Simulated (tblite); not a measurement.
A geometry optimisation, step by step.

Compound: C4H10ClFSi.
SMILES with atom numbers: `[F:1][CH2:2][C@@H:3]([SiH3:4])[CH2:5][CH2:6][Cl:7]` (hydrogens: H8, H9 on C2; H10 on C3; H11, H12, H13 on Si4; H14, H15 on C5; H16, H17 on C6)

Computed with GFN2-xTB (tblite), gas phase: L-BFGS steps from a force-field or distance-geometry start until the largest atomic force falls under 0.01 eV/Å. 10 of its 95 geometries are shown.

Step 0: E = -671.3911 eV, largest atomic force 1.108 eV/Å
```
atom  x, y, z in Å  |  force x, y, z in eV/Å
F1      0.485    1.934    0.694    0.029   0.329   0.237
C2      0.380    1.460   -0.584    0.308  -0.771   0.122
C3      0.365   -0.078   -0.530   -0.624   0.013  -0.156
Si4     2.088   -0.785   -0.184    0.640  -0.494   0.757
C5     -0.714   -0.619    0.457    0.317   0.047  -0.342
C6     -2.138   -0.093    0.246    0.245   0.118   0.581
Cl7    -2.760   -0.476   -1.373    0.011   0.005  -0.021
H8      1.237    1.855   -1.143    0.008  -0.134   0.039
H9     -0.525    1.859   -1.014   -0.483   0.213  -0.103
H10     0.115   -0.428   -1.540   -0.238   0.148   0.061
H11     2.035   -2.273   -0.303   -0.038   0.494   0.020
H12     3.052   -0.258   -1.165   -0.161  -0.011   0.087
H13     2.518   -0.438    1.208   -0.177  -0.100  -0.566
H14    -0.730   -1.715    0.387    0.039   0.217  -0.081
H15    -0.418   -0.372    1.482   -0.056   0.101  -0.124
H16    -2.809   -0.554    0.989    0.147   0.040  -0.331
H17    -2.188    0.994    0.389    0.032  -0.216  -0.178
```

Step 10: E = -671.4767 eV, largest atomic force 0.074 eV/Å
```
atom  x, y, z in Å  |  force x, y, z in eV/Å
F1      0.495    1.956    0.701    0.041  -0.028  -0.022
C2      0.373    1.437   -0.569   -0.010  -0.004  -0.004
C3      0.347   -0.086   -0.539    0.070  -0.020  -0.014
Si4     2.088   -0.801   -0.155    0.002   0.005  -0.045
C5     -0.695   -0.619    0.448    0.029  -0.002  -0.005
C6     -2.108   -0.090    0.253    0.002  -0.025  -0.018
Cl7    -2.741   -0.472   -1.376    0.047   0.010   0.016
H8      1.232    1.804   -1.140   -0.045   0.027  -0.002
H9     -0.548    1.855   -0.989    0.019   0.033   0.016
H10     0.056   -0.400   -1.547   -0.012   0.012  -0.004
H11     2.022   -2.257   -0.293   -0.026   0.015   0.027
H12     3.022   -0.254   -1.146   -0.041  -0.003   0.029
H13     2.507   -0.430    1.196   -0.045   0.007  -0.016
H14    -0.713   -1.708    0.373    0.005   0.004   0.044
H15    -0.396   -0.348    1.464   -0.010  -0.020   0.000
H16    -2.784   -0.564    0.965   -0.040   0.008   0.003
H17    -2.163    0.991    0.369    0.012  -0.019  -0.006
```

Step 21: E = -671.4831 eV, largest atomic force 0.047 eV/Å
```
atom  x, y, z in Å  |  force x, y, z in eV/Å
F1      0.546    1.938    0.705    0.019  -0.011  -0.025
C2      0.372    1.438   -0.567    0.007  -0.023   0.003
C3      0.342   -0.087   -0.548    0.004   0.040  -0.006
Si4     2.078   -0.801   -0.163   -0.028   0.018   0.003
C5     -0.686   -0.623    0.454    0.027   0.022  -0.031
C6     -2.100   -0.099    0.250    0.000  -0.019  -0.019
Cl7    -2.700   -0.477   -1.391   -0.004   0.011   0.002
H8      1.212    1.810   -1.164   -0.041  -0.014  -0.002
H9     -0.559    1.873   -0.949    0.030  -0.013   0.027
H10     0.038   -0.398   -1.554    0.003   0.024   0.035
H11     1.994   -2.257   -0.270    0.009  -0.016  -0.009
H12     3.010   -0.252   -1.149    0.011  -0.019  -0.003
H13     2.462   -0.415    1.191    0.018   0.011   0.014
H14    -0.693   -1.713    0.393   -0.018   0.018   0.016
H15    -0.384   -0.340    1.466   -0.012  -0.004  -0.009
H16    -2.793   -0.570    0.947    0.009   0.008   0.004
H17    -2.146    0.983    0.366   -0.034  -0.033  -0.001
```

Step 31: E = -671.4885 eV, largest atomic force 0.044 eV/Å
```
atom  x, y, z in Å  |  force x, y, z in eV/Å
F1      0.664    1.926    0.701    0.012   0.015  -0.029
C2      0.382    1.442   -0.558    0.002  -0.003  -0.002
C3      0.343   -0.080   -0.549   -0.035   0.023   0.013
Si4     2.075   -0.799   -0.158   -0.039  -0.001   0.000
C5     -0.687   -0.611    0.454   -0.010   0.017  -0.018
C6     -2.110   -0.113    0.235    0.014  -0.019   0.008
Cl7    -2.683   -0.484   -1.417   -0.015  -0.017   0.012
H8      1.169    1.814   -1.221    0.000  -0.003   0.012
H9     -0.574    1.887   -0.856    0.018   0.001   0.023
H10     0.033   -0.381   -1.555    0.014  -0.003   0.026
H11     1.983   -2.255   -0.260   -0.005  -0.027   0.029
H12     3.019   -0.295   -1.154    0.016   0.036  -0.010
H13     2.447   -0.385    1.193    0.032  -0.021  -0.015
H14    -0.685   -1.703    0.411    0.002   0.039   0.005
H15    -0.395   -0.311    1.464   -0.013  -0.009  -0.032
H16    -2.795   -0.608    0.925   -0.015   0.008  -0.030
H17    -2.194    0.967    0.359    0.021  -0.036   0.011
```

Step 42: E = -671.4921 eV, largest atomic force 0.036 eV/Å
```
atom  x, y, z in Å  |  force x, y, z in eV/Å
F1      0.765    1.931    0.688    0.005  -0.010  -0.012
C2      0.393    1.450   -0.550    0.000   0.030   0.007
C3      0.340   -0.069   -0.544   -0.017  -0.001   0.012
Si4     2.069   -0.801   -0.157    0.010  -0.003   0.006
C5     -0.693   -0.603    0.452   -0.032   0.010   0.014
C6     -2.123   -0.131    0.221    0.003  -0.005  -0.008
Cl7    -2.683   -0.505   -1.435    0.019  -0.004   0.023
H8      1.140    1.815   -1.263    0.007  -0.005   0.009
H9     -0.573    1.911   -0.781    0.005  -0.009   0.001
H10     0.030   -0.366   -1.550    0.004  -0.005  -0.016
H11     1.965   -2.260   -0.229   -0.006   0.016  -0.010
H12     3.014   -0.301   -1.157   -0.017  -0.004  -0.008
H13     2.471   -0.388    1.185    0.003  -0.003   0.002
H14    -0.674   -1.695    0.422    0.000   0.026   0.008
H15    -0.414   -0.286    1.461   -0.002  -0.019   0.001
H16    -2.809   -0.639    0.900    0.017   0.008  -0.010
H17    -2.223    0.946    0.353    0.001  -0.022  -0.019
```

Step 52: E = -671.4932 eV, largest atomic force 0.038 eV/Å
```
atom  x, y, z in Å  |  force x, y, z in eV/Å
F1      0.808    1.934    0.684   -0.004  -0.005   0.001
C2      0.401    1.456   -0.543   -0.004   0.016   0.012
C3      0.337   -0.063   -0.536    0.008   0.005  -0.002
Si4     2.064   -0.799   -0.154    0.033  -0.014  -0.011
C5     -0.697   -0.598    0.458   -0.014   0.006   0.004
C6     -2.127   -0.138    0.214   -0.026  -0.003  -0.027
Cl7    -2.669   -0.534   -1.444    0.008  -0.001   0.024
H8      1.134    1.815   -1.274   -0.009  -0.010   0.010
H9     -0.568    1.923   -0.750    0.002   0.004  -0.001
H10     0.031   -0.359   -1.543   -0.013   0.000  -0.006
H11     1.949   -2.255   -0.232    0.001  -0.006  -0.002
H12     2.993   -0.302   -1.170    0.006  -0.002   0.000
H13     2.484   -0.391    1.183   -0.004   0.000  -0.002
H14    -0.672   -1.689    0.430    0.013   0.001   0.004
H15    -0.426   -0.280    1.468    0.003   0.007   0.008
H16    -2.812   -0.647    0.892   -0.003   0.009   0.002
H17    -2.238    0.939    0.333    0.001  -0.006  -0.013
```

Step 63: E = -671.4954 eV, largest atomic force 0.042 eV/Å
```
atom  x, y, z in Å  |  force x, y, z in eV/Å
F1      0.861    1.937    0.704    0.010  -0.014   0.012
C2      0.415    1.468   -0.513   -0.003   0.007   0.009
C3      0.332   -0.050   -0.514    0.017   0.009  -0.032
Si4     2.060   -0.807   -0.177    0.023  -0.004   0.011
C5     -0.703   -0.582    0.479    0.003   0.015  -0.021
C6     -2.135   -0.153    0.190   -0.029  -0.003  -0.030
Cl7    -2.642   -0.642   -1.455    0.000  -0.013   0.026
H8      1.133    1.817   -1.263   -0.011   0.015   0.018
H9     -0.552    1.950   -0.689   -0.003   0.004  -0.012
H10     0.011   -0.331   -1.521   -0.012  -0.013  -0.022
H11     1.933   -2.262   -0.262   -0.008  -0.009  -0.003
H12     2.979   -0.314   -1.204   -0.014   0.000  -0.003
H13     2.507   -0.408    1.153    0.008  -0.003   0.026
H14    -0.656   -1.673    0.475   -0.019   0.006   0.014
H15    -0.456   -0.238    1.487    0.007   0.020  -0.009
H16    -2.831   -0.630    0.880    0.008  -0.015   0.008
H17    -2.264    0.927    0.243    0.022  -0.003   0.008
```

Step 73: E = -671.4991 eV, largest atomic force 0.042 eV/Å
```
atom  x, y, z in Å  |  force x, y, z in eV/Å
F1      0.936    1.902    0.746    0.012   0.018   0.002
C2      0.436    1.486   -0.469    0.006   0.021   0.030
C3      0.328   -0.031   -0.506    0.011   0.024  -0.017
Si4     2.050   -0.820   -0.202   -0.010   0.003  -0.007
C5     -0.709   -0.547    0.496    0.001   0.008  -0.026
C6     -2.145   -0.180    0.149   -0.013   0.009  -0.011
Cl7    -2.615   -0.826   -1.452    0.010   0.002   0.041
H8      1.130    1.853   -1.232   -0.008  -0.016   0.014
H9     -0.528    1.992   -0.588    0.012  -0.024  -0.014
H10    -0.013   -0.290   -1.512    0.008  -0.018  -0.007
H11     1.898   -2.272   -0.303   -0.015  -0.004   0.002
H12     2.949   -0.332   -1.251   -0.002   0.005   0.011
H13     2.538   -0.447    1.122   -0.013  -0.004  -0.007
H14    -0.637   -1.634    0.560    0.020   0.015   0.011
H15    -0.491   -0.132    1.484   -0.004  -0.030  -0.020
H16    -2.841   -0.610    0.869    0.004   0.001   0.006
H17    -2.292    0.898    0.104   -0.018  -0.011  -0.008
```

Step 84: E = -671.5006 eV, largest atomic force 0.031 eV/Å
```
atom  x, y, z in Å  |  force x, y, z in eV/Å
F1      0.954    1.897    0.778   -0.008   0.000  -0.017
C2      0.452    1.499   -0.443   -0.002   0.004   0.000
C3      0.329   -0.015   -0.501   -0.011  -0.007   0.009
Si4     2.041   -0.830   -0.221   -0.010   0.002   0.007
C5     -0.710   -0.525    0.501   -0.010  -0.011   0.009
C6     -2.149   -0.194    0.131    0.014   0.006   0.008
Cl7    -2.601   -0.945   -1.427   -0.008  -0.010   0.001
H8      1.150    1.869   -1.200   -0.012   0.007  -0.002
H9     -0.512    2.008   -0.557    0.025   0.019  -0.001
H10    -0.018   -0.263   -1.509   -0.004   0.011   0.002
H11     1.864   -2.278   -0.336    0.000   0.006  -0.006
H12     2.931   -0.331   -1.272    0.011  -0.012   0.010
H13     2.545   -0.479    1.103   -0.006  -0.004   0.001
H14    -0.621   -1.609    0.596    0.005   0.009  -0.003
H15    -0.509   -0.085    1.482    0.008  -0.011  -0.014
H16    -2.842   -0.584    0.876    0.007   0.002  -0.010
H17    -2.310    0.878    0.015    0.001  -0.013   0.005
```

Step 94: E = -671.5016 eV, largest atomic force 0.007 eV/Å
```
atom  x, y, z in Å  |  force x, y, z in eV/Å
F1      0.969    1.900    0.778    0.003  -0.003  -0.005
C2      0.457    1.510   -0.441   -0.004  -0.001  -0.002
C3      0.327   -0.004   -0.506   -0.002  -0.004   0.004
Si4     2.033   -0.831   -0.223    0.000   0.000   0.003
C5     -0.707   -0.521    0.497   -0.003  -0.002   0.004
C6     -2.149   -0.203    0.130    0.005   0.002   0.001
Cl7    -2.605   -0.987   -1.411   -0.001  -0.001  -0.001
H8      1.152    1.880   -1.202   -0.001   0.002   0.000
H9     -0.503    2.028   -0.546   -0.005   0.001  -0.001
H10    -0.023   -0.244   -1.515    0.001   0.002   0.002
H11     1.841   -2.276   -0.346    0.002  -0.002  -0.004
H12     2.944   -0.344   -1.260    0.000   0.004   0.004
H13     2.524   -0.491    1.109   -0.001  -0.005  -0.001
H14    -0.608   -1.604    0.593    0.002   0.004  -0.001
H15    -0.505   -0.080    1.477   -0.001   0.000  -0.001
H16    -2.836   -0.585    0.885    0.004   0.006  -0.002
H17    -2.316    0.865   -0.004   -0.001  -0.002   0.001
```

**Question.** Summarise the path.

**Answer.** The energy falls by 2.55 kcal/mol from step 0 to step 94; nine tenths of that is first reached at step 36. It falls at every step. The largest force goes from 1.108 to 0.007 eV/Å. Among the bonds Si4–H13 changes most, from 1.498 to 1.460 Å; the atoms move by 0.283 Å rms after alignment.

The cost below is that of the whole relaxation. On Arm Neoverse N1, one thread, no GPU (shared host), this took 1.1 s wall.
